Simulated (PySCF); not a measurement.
**How methods differ on the excitation energy of Rh²⁺**

Rh²⁺ [Kr] 4d7 (4F) → Rh²⁺ [Kr] 4d6 5s1 (6D), as a difference of total energies. Calculation: PySCF 2.14, in x2c-TZVPPall with one added diffuse shell each of s, p, d, f type (9s7p7d3f1g, 95 functions); scalar relativity by spin-free X2C-1e. Correlated levels: valence and next inner shell: [Ar] 3d10 frozen. The calculations carry no spin-orbit coupling.

```
                                method  excitation energy (cm⁻¹)
                                   UHF                     39002
    MP2 (valence and next inner shell)                     40939
SCS-MP2 (valence and next inner shell)                     43569
   CCSD (valence and next inner shell)                     41377
CCSD(T) (valence and next inner shell)                     41341
```

A first-order spin-orbit estimate (lowest level to lowest level, LS coupling) adds 0.075 eV.
